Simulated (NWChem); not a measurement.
System: CH$_{4}$F$_{2}$NTa; SMILES [CH3][Ta](=[NH])([F])[F]

Here is an NWChem input.

```
start job
memory heap 200 mb stack 900 mb global 1100 mb
geometry units angstroms noautoz
  Ta    -0.016831    -0.080169     0.021675
  N     -0.167930     0.207527    -1.705490
  H     -0.178622     0.366804    -2.705321
  F      0.608918    -1.833987     0.339318
  F      0.890835     1.356681     0.846383
  C     -2.054308    -0.005584     0.683431
  H     -2.663117    -0.775813     0.181497
  H     -2.509305     0.973348     0.458709
  H     -2.100985    -0.174424     1.774964
end
basis spherical
  * library def2-svp
end
ecp
  Ta library def2-ecp
end
dft
  xc xpbe96 cpbe96
  iterations 150
  mulliken
end
task dft energy
```

Coordinates come from a PBE0/def2-SVP optimisation. Not confirmed as a minimum by frequencies. def2 effective core potentials on Ta; no spin-orbit coupling.

Q: Predict the main results of this run. (PBE/def2-SVP with def2 effective core potentials on Ta.) Quantities: energy (Ha); highest occupied level (eV); orbital gap (eV); dipole (D).

A: 
| Quantity | Result |
|---|---|
| energy (Ha) | -351.65 |
| highest occupied level (eV) | -6.63 |
| orbital gap (eV) | 4.57 |
| dipole (D) | 1.13 |
